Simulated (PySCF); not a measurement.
CH5Br2NSi, SMILES C[Si](N)(Br)Br. Heavy atoms are numbered as in [CH3:1][Si:2]([NH2:3])([Br:4])[Br:5]. Hydrogens are named by the atom that carries them.

Coordinates come from a PBE0-D3(BJ)/def2-SVP optimisation. The geometry has at least one imaginary mode, so it is a saddle point at that level. This is a generated structure with no PubChem entry under its InChIKey; it may be hypothetical. Other conformers were not sampled.

Method: PBE/pcSseg-1 run with PySCF.

GIAO shieldings, no solvent; atoms alike by connectivity are averaged. δ = σ(ref) − σ: ¹³C against TMS (σ = 182.0 ppm); ²⁹Si against TMS (σ = 335.4 ppm); ¹⁵N against NH3 (σ = 267.0 ppm); ¹H against TMS (σ = 31.49 ppm), references at their B3LYP-D3(BJ)/def2-TZVP geometries, non-relativistic (without spin–orbit terms, shifts of atoms bonded to Cl or Br come out too high).

Estimate the chemical shifts. (An estimate is asked for; the answer gives what the named calculation found.)


```tsv
nucleus	atoms	count	δ (ppm)
¹³C	C1 (CH3)	1	19.4
²⁹Si	Si2	1	43.7
¹⁵N	N3 (NH2)	1	59.2
¹H	H on N3	2	1.58
¹H	H on C1	3	1.19
```
